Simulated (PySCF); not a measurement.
## A search over the determinants of BePb

Unrestricted PBE0; Be def2-SVPD, Pb def2-SVPD with ECP60; scalar-relativistic core potentials (PySCF 2.14). Outer shells of the fragments: Be 2s2; Pb 5d10 6s2 6p2.

Followed along the bond (rough minima from three points):

```
2Ms+1  unpaired  ⟨S²⟩ at the start  R at minimum (Å)  Te (eV)
    3      π ↑↑               2.03              2.43     0.00
    1      π ↑↓               1.00              2.42     0.23
    3  σ ↑, π ↑               2.00              2.63     0.32
    1  σ ↑, π ↓               1.01              2.61     0.42
    1      none               0.00              2.42     0.80
```

Solutions found at the starting distance of 2.355 Å, counted from the lowest of them; the search is not exhaustive and high or unbound solutions are not listed, so other states can lie among these:

```csv
2Ms+1,unpaired,term,E (eV),⟨S²⟩,⟨Lz²⟩,μ (D)
3,π ↑↑,³Σ⁻,0.00,2.03,0.00,-0.79
1,π ↑↓,mixed,0.22,1.00,2.01,-0.77
3,"σ ↑, π ↑",³Π,0.50,2.00,1.00,1.37
1,"σ ↑, π ↓",mixed,0.59,1.01,1.00,1.27
1,none,mixed,0.80,0.00,2.00,-0.63
3,"σ ↑, π ↑",³Π,2.26,2.15,1.04,-0.71
```

A term symbol is given only where ⟨S²⟩ and ⟨Lz²⟩ are close to those of a pure state; real π, δ and φ orbitals otherwise mix terms. A positive dipole means Be(−)Pb(+).

Spin–orbit coupling is left out, which matters for elements this heavy, above all for dissociation energies. Counting both spins, an empty level lies below a filled one in some of these solutions, because spin and occupation are held.
